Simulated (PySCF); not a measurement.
## Static response to an electric field

Species: CH10N2OSi3.
Structure used (GFN2-xTB), in Å, numbered top down from 1:
```
atom  x, y, z in Å
N1     2.5548   -0.6633   -0.5151
Si2    1.2029   -0.2266    0.4637
C3     0.6401    1.4874   -0.1514
O4    -0.6473    1.8407    0.2962
Si5   -2.0465    1.0793   -0.0015
Si6   -1.7625   -1.1883    0.2414
N7    -0.0298   -1.3918    0.1362
H8     2.9360   -1.5876   -0.3977
H9     3.3063   -0.0017   -0.6168
H10    1.4651   -0.1492    1.9137
H11    0.6663    1.5319   -1.2451
H12    1.3155    2.2649    0.2162
H13   -2.8653    1.7790    0.9855
H14   -2.5233    1.4267   -1.3556
H15   -2.2254   -1.7835    1.5126
H16   -2.2934   -2.0651   -0.8168
H17    0.2995   -2.3408    0.0539
```

Level: CAM-B3LYP/def2-SVPD (PySCF), static field, nuclei fixed, core orbitals frozen in the response. The polarisability tensor in these axes (au):

```
x   114.70  -1.02  -0.85
y    -1.02 106.31  -1.94
z    -0.85  -1.94  91.56
```

Question: Diagonalise the tensor; give its mean and Δα, where Δα² is half the sum of the squared differences of the eigenvalues.

Answer: Principal values 91.27, 106.46 and 114.84 au; mean 104.19 au = 15.44 Å³ = 17.18 × 10⁻⁴⁰ C²·m²/J; Δα = 20.69 au (20 % of the mean).

Question: What is the dipole moment, and where does it point?

Answer: (1.88, -1.35, -0.30) D, 2.34 D in size, pointing from the negative to the positive side. Measured along this direction, the outermost atoms are H13 at the negative end and H8 at the positive end.

Question: How large is μ²/3kT at 400 K beside α?

Answer: In Gaussian units μ²/3kT = 33.02 Å³ against 15.44 Å³, a ratio of 2.14; the Debye molar polarisation (4π/3)N_A(α + μ²/3kT) is 122.2 cm³/mol, leaving out the vibrational part.

Question: Rayleigh depolarisation ratio (linearly polarised light, static tensor)?

Answer: ρ = 3Δα²/(45ᾱ² + 4Δα²) = 1284.8/(488524 + 1713.0) = 0.00262.

Question: Directions of the eigenvectors, and the extent of the frame along each?

Answer: Largest value along (0.99, -0.11, -0.03), where the nuclei span 6.37 Å; middle along (0.11, 0.99, -0.13), 4.62 Å; least along (0.04, 0.13, 0.99), 3.20 Å. The response follows the extents in order.

Geometry: GFN2-xTB, one conformer, isolated molecule.
